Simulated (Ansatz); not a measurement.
The same ligand exchange along the group B, Al, Ga.

Computed with Ansatz on PBE0-D4/def2-TZVP structures; ΔE is electronic, products minus reactants. CBS: MP2 limit from def2 TZ/QZ plus the TZ coupled-cluster correction, frozen cores. This one scheme is used for every species. DFT in def2-TZVPP. B3LYP here is the variant with VWN-RPA as its local correlation; programs differ in this. For Ga, Ge outer-core shells are correlated without core-valence functions, which leaves a few kJ/mol of doubt a bond. Scalar relativity is left out up to krypton. One conformer a species, not always the lowest.

```csv
reaction,ωB97X-V (kJ/mol),MP2/CBS(def2) (kJ/mol),B3LYP-D4 (kJ/mol),CCSD(T)/CBS(def2) (kJ/mol)
`CB[SiH3]` + `[OH][GeH2][OH]` → `[OH][GeH2][O][SiH3]` + `BC`,-120,-131,-122,-123
`[CH3][AlH][SiH3]` + `[OH][GeH2][OH]` → `[OH][GeH2][O][SiH3]` + `[CH3][AlH2]`,-97,-107,-99,-98
`[CH3][GaH][SiH3]` + `[OH][GeH2][OH]` → `[OH][GeH2][O][SiH3]` + `[CH3][GaH2]`,-87,-91,-86,-85
```

Largest T1 diagnostic: 0.012, for `[CH3][GaH][SiH3]`.
